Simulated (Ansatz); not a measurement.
`[O]=[W]([OH])([F])([F])[F]` + HCl → `[O]=[W]([F])([F])([F])[Cl]` + H₂O  (ligand exchange at a W–O bond)

Isolated molecules relaxed with PBE0-D4/def2-TZVP in Ansatz; ΔE leaves out vibrations. CCSD(T)/CBS adds triple-zeta CCSD(T) − MP2 to the extrapolated MP2 energy (def2 sets, frozen cores). This one scheme is used for every species. DFT in def2-TZVPP. Elements past krypton have def2 core potentials. For W outer-core shells are correlated without core-valence functions, which leaves a few kJ/mol of doubt a bond. Each species was taken in one conformer, which may not be the lowest.

`[O]=[W]([OH])([F])([F])[F]`:

Z-matrix (Å, degrees):
```
W
O 1 1.861
F 1 1.862 2 88.7
F 1 1.862 2 88.7 3 -148.1
O 1 1.675 2 102.8 3 105.9
F 1 1.857 2 151.7 3 -74.0
H 2 0.959 1 133.8 3 73.9
```

HCl:

Z-matrix (Å, degrees):
```
Cl
H 1 1.279
```

`[O]=[W]([F])([F])([F])[Cl]`:

```xyz
6

O     1.629    0.036   -0.582
W     0.058    0.054   -0.016
F     0.276   -0.057    1.818
F    -0.938    0.261   -1.562
F    -0.404    1.817    0.316
Cl   -0.623   -2.111    0.025
```

H₂O:

```xyz
3

O    -0.167    0.038    0.350
H     0.721   -0.270    0.157
H    -0.554    0.232   -0.506
```

CCSD(T)/CBS gives -8.6 kJ/mol.

Q: Another level gave -9.3 kJ/mol. Which?
A. LC-ωPBE/def2-TZVPP
B. revPBE-D4/def2-TZVPP
C. CCSD(T)/def2-TZVPP
D. MP2/def2-TZVPP

A: B. revPBE-D4 -9.3, LC-ωPBE 2.7, CCSD(T)/def2-TZVPP -3.7, MP2/def2-TZVPP -13.8 kJ/mol.

Largest T1 diagnostic among the species: 0.021, so the coupled-cluster value is less sure than usual.

Leaving LDA and LC-ωPBE aside and taking each functional with its dispersion term where it has one, the values, not all of them listed here, spread over 12.8 kJ/mol, from revPBE-D4 to CAM-B3LYP-D4. LDA lies +5.0 kJ/mol from PBE without D4. At CCSD(T), def2-SVP lies +20.5 kJ/mol from the extrapolated value and def2-TZVPP +4.9 kJ/mol.
